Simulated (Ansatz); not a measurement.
```yaml
crystal:
  periodic: [false, false, false]
  atoms:
    - {symbol: Cu, position_ang: [-0.085219, 0.039297, -0.696881]}
    - {symbol: N, position_ang: [-0.090817, 0.046977, 1.313562]}
    - {symbol: H, position_ang: [-0.644618, 0.961891, 1.524698]}
    - {symbol: H, position_ang: [0.868231, 0.012432, 1.531528]}
    - {symbol: H, position_ang: [-0.720882, -0.633037, 1.534240]}
    - {symbol: O, position_ang: [-0.023846, 0.258979, -2.331054]}
    - {symbol: H, position_ang: [0.259413, -0.703963, -2.979782]}
basis:
  gaussian: {orbitals: "6-31G*", point_charges: [{charge: 2.00, position_ang: [4.965, 0.845, -0.675]}]}
total_charge: -1
magnetization: {spin_polarized: true, initial_magnetization: 1}
hamiltonian: {xc: {name: HF}}
correlation: {method: ccsd_t}
scf: {omitted_lower_state_checks: [starts]}
```

```sh
$ ansatz run in.yaml --threads 4 --pin off --events-out ev --progress --plain --max-ram 3916MiB
```

It prints (some lines left out):

```
Functional definition: HF
718 factors; integrals over basis functions are off by at most 1.6e-3 eV
mean field evaluation 1: about -48170.9193 eV, gradient 2.1e1 eV
mean field evaluation 2: about -48171.0929 eV, gradient 2.1e1 eV
mean field evaluation 4: about -48174.6305 eV, gradient 4.0e0 eV
mean field evaluation 8: about -48175.3117 eV, gradient 1.9e0 eV
mean field evaluation 16: about -48175.5626 eV, gradient 1.7e-1 eV
mean field evaluation 32: about -48175.5639 eV, gradient 3.7e-6 eV
mean field evaluation 64: about -48174.9506 eV, gradient 9.0e-1 eV
mean field evaluation 96: about -48174.1389 eV, gradient 1.4e0 eV
mean field evaluation 128: about -48174.2936 eV, gradient 5.5e-3 eV
mean field evaluation 160: about -48173.7970 eV, gradient 1.4e-1 eV
mean field evaluation 192: about -48173.7975 eV, gradient 1.3e-1 eV
mean field evaluation 224: about -48173.2562 eV, gradient 7.5e-1 eV
mean field evaluation 256: about -48167.4326 eV, gradient 3.5e1 eV
mean field -48175.56389315 eV, -1770.4193185031 hartree, gradient 3.7e-6 eV, S^2 1.033079; 4 other end points of the search recorded, 0 dependent functions left out
determinant -48175.56389315 eV, -1770.4193185031 hartree, with singles and doubles -48194.96867598 eV, -1771.1324311193 hartree
determinant -48175.11334495 eV, -1770.4027611623 hartree, with singles and doubles -48194.56321109 eV, -1771.1175305592 hartree
determinant -48174.67809140 eV, -1770.3867658892 hartree, with singles and doubles -48194.94824267 eV, -1771.1316802090 hartree
determinant -48174.29362031 eV, -1770.3726368372 hartree, with singles and doubles -48192.98580288 eV, -1771.0595618767 hartree
determinant -48173.80369008 eV, -1770.3546322334 hartree, with singles and doubles -48192.00127869 eV, -1771.0233812801 hartree
determinant -48175.56389315 eV, -1770.4193185031 hartree, with singles and doubles -48195.06947950 eV, -1771.1361355802 hartree
determinant -48175.11334495 eV, -1770.4027611623 hartree, with singles and doubles -48194.90044253 eV, -1771.1299235861 hartree
determinant -48174.67809140 eV, -1770.3867658892 hartree, with singles and doubles -48194.99893508 eV, -1771.1335431206 hartree
7 core orbitals not correlated: weight in the atoms' cores, before any rotation towards them, 1.000 or more for the frozen orbitals, at most 0.000 for the correlated occupied ones
reference -48175.56389315 eV, -1770.4193185031 hartree; 18, 17 occupied and 49, 50 virtual orbitals, 718 factors
second order -19.12248592 eV of doubles, -0.00000000 eV of singles
cycle   1  -19.50558296 eV  change    3.4e-6 eV  update   4.3e-6
perturbative correction -0.58640116 eV, -0.0215498450 hartree
Total energy: -48195.65587727 eV, -1771.1576853006 hartree
Checks for a lower state left out: starts
```

Run time 27 s (4 threads of AMD EPYC 9B14 on a shared host).

The 6-31G sets use Cartesian d functions. Correlated methods freeze 7 core orbitals. The highest occupied level of an anion often lies above zero with these methods, and sets without diffuse functions describe the outer electron poorly. T1 of the charge -1 doublet is large (up to 0.057), so the single-reference result is doubtful. The charge -1 doublet is spin-contaminated (final ⟨S²⟩ up to 1.03, 0.75 for a pure state).
